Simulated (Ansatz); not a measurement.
Coupled-cluster run, `CC[SiH2][SiH3]`.

```yaml
crystal:
  periodic: [false, false, false]
  atoms:
    - {symbol: C, position_ang: [0.197993, 1.689631, 0.788563]}
    - {symbol: C, position_ang: [1.182663, 0.635880, 0.292005]}
    - {symbol: Si, position_ang: [0.467242, -1.105456, 0.242168]}
    - {symbol: Si, position_ang: [-1.395747, -1.240609, -1.171120]}
    - {symbol: H, position_ang: [-0.162563, 1.456664, 1.793867]}
    - {symbol: H, position_ang: [-0.678169, 1.758644, 0.138588]}
    - {symbol: H, position_ang: [0.656951, 2.680774, 0.825632]}
    - {symbol: H, position_ang: [1.538656, 0.886487, -0.712905]}
    - {symbol: H, position_ang: [2.071853, 0.611863, 0.931101]}
    - {symbol: H, position_ang: [0.053080, -1.521625, 1.613861]}
    - {symbol: H, position_ang: [1.496634, -2.074127, -0.232862]}
    - {symbol: H, position_ang: [-1.031792, -0.814062, -2.551411]}
    - {symbol: H, position_ang: [-2.497118, -0.358399, -0.695044]}
    - {symbol: H, position_ang: [-1.912684, -2.634866, -1.233444]}
basis:
  gaussian: {orbitals: def2-SVP}
correlation: {method: ccsd_t}
```

```sh
$ ansatz run in.yaml --threads 4 --pin off --events-out ev --progress --plain
```

The program prints (abridged):

```
Functional definition: HF
1142 factors; integrals over basis functions are off by at most 1.5e-3 eV
mean field evaluation 1: about -17934.7676 eV, gradient 2.6e1 eV
mean field evaluation 2: about -17934.7696 eV, gradient 2.6e1 eV
mean field evaluation 4: about -17937.1404 eV, gradient 3.2e0 eV
mean field evaluation 8: about -17937.1801 eV, gradient 5.3e-5 eV
mean field -17937.18012751 eV, -659.1792114285 hartree, gradient 1.2e-6 eV, S^2 0.000000; 0 other end points of the search recorded, 0 dependent functions left out
12 core orbitals not correlated: weight in the atoms' cores, before any rotation towards them, 1.000 or more for the frozen orbitals, at most 0.000 for the correlated occupied ones
reference -17937.18012751 eV, -659.1792114285 hartree; 13, 13 occupied and 89, 89 virtual orbitals, 1142 factors
second order -13.58896789 eV of doubles, -0.00000000 eV of singles
cycle   1  -15.03756792 eV  change    -1.4e0 eV  update   8.8e-2
cycle   2  -15.57213491 eV  change   -5.3e-1 eV  update   2.8e-2
cycle   3  -15.60997132 eV  change   -3.8e-2 eV  update   7.6e-3
cycle   4  -15.60821986 eV  change    1.8e-3 eV  update   2.4e-3
cycle   5  -15.60771994 eV  change    5.0e-4 eV  update   6.7e-4
cycle   6  -15.60750225 eV  change    2.2e-4 eV  update   2.0e-4
cycle   7  -15.60746757 eV  change    3.5e-5 eV  update   5.1e-5
cycle   8  -15.60746866 eV  change   -1.1e-6 eV  update   1.6e-5
perturbative correction -0.42884351 eV, -0.0157597084 hartree
Total energy: -17953.21643968 eV, -659.7685350311 hartree
```

Run time 4.7 s (4 threads of a server CPU on a shared host); peak host memory 0.54 GiB.

The correlation energy is -16.036 eV, 2.7 % of it from (T); the T1 diagnostic reads 0.0098.
